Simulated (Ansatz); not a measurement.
GaMe2(acac) (C₇H₁₃GaO₂), 23 atoms. Hardware: 2 threads of AMD EPYC 7R13 on a shared host and a share (18 GiB) of an NVIDIA H100 80GB HBM3.

The 6-31G sets use Cartesian d functions. Correlated methods freeze 18 core orbitals; core or outer-core shells of Ga are correlated, in sets that lack core-valence functions. Single mean-field runs in def2-TZVP are fitted with def2-universal-jkfit.

**Question.** How many basis functions does each of these Ansatz runs have, and roughly what does it cost? ωB97X-V/def2-TZVP, charge 0 singlet, energy, from earlier orbitals; PBE-D4/def2-TZVP, charge 0 triplet at the geometry of the charge 0 singlet, energy, from earlier orbitals; r2SCAN-D4/def2-SVP, charge 0 singlet, relaxation, 5 steps; RPA@PBE/def2-TZVP, charge 0 singlet, energy, from earlier orbitals; r2SCAN-D4/def2-TZVP, charge 0 triplet at the geometry of the charge 0 singlet, energy, from earlier orbitals; HSE06-D4/def2-TZVP, charge 1 doublet at the geometry of the charge 0 singlet, energy, from earlier orbitals; HF/6-31G, charge 0 singlet, energy; PBE0-D4/def2-TZVP, charge 0 triplet at the geometry of the charge 0 singlet, energy; PBE-D4/def2-SVP, charge 0 singlet, energy, from earlier orbitals; HSE06-D4/def2-TZVP, charge 0 singlet, energy, from earlier orbitals; r2SCAN-D4/def2-TZVP, charge 0 singlet, energy and forces, from earlier orbitals; PBE0-D4/def2-TZVP, charge 0 singlet, energy and forces, from earlier orbitals.

**Answer.** Other jobs shared the machine, so times can vary by a factor of up to 3.

| run | functions | fitting or Cholesky vectors | wall time | peak host memory (GiB) |
| --- | --- | --- | --- | --- |
| HF/6-31G, charge 0 singlet, energy | 136 | 1705 | 1.8 s | 0.82 |
| PBE-D4/def2-SVP, charge 0 singlet, energy, from earlier orbitals | 223 | 2501 | 3 s | 0.89 |
| PBE0-D4/def2-TZVP, charge 0 singlet, energy and forces, from earlier orbitals | 405 | 1179 | 3.2 s | 0.93 |
| PBE-D4/def2-TZVP, charge 0 triplet at the geometry of the charge 0 singlet, energy, from earlier orbitals | 405 | 1179 | 3.3 s | 0.92 |
| HSE06-D4/def2-TZVP, charge 1 doublet at the geometry of the charge 0 singlet, energy, from earlier orbitals | 405 | 1179 | 3.5 s | 0.92 |
| HSE06-D4/def2-TZVP, charge 0 singlet, energy, from earlier orbitals | 405 | 1179 | 3.6 s | 0.85 |
| r2SCAN-D4/def2-TZVP, charge 0 singlet, energy and forces, from earlier orbitals | 405 | 1179 | 4.5 s | 0.89 |
| r2SCAN-D4/def2-TZVP, charge 0 triplet at the geometry of the charge 0 singlet, energy, from earlier orbitals | 405 | 1179 | 4.5 s | 1 |
| PBE0-D4/def2-TZVP, charge 0 triplet at the geometry of the charge 0 singlet, energy | 405 | 1179 | 4.6 s | 0.95 |
| ωB97X-V/def2-TZVP, charge 0 singlet, energy, from earlier orbitals | 405 | 1179 | 5.5 s | 0.96 |
| RPA@PBE/def2-TZVP, charge 0 singlet, energy, from earlier orbitals | 405 | 2767 | 6 s | 2.1 |
| r2SCAN-D4/def2-SVP, charge 0 singlet, relaxation, 5 steps | 223 | 2501 | 13 s | 0.91 |
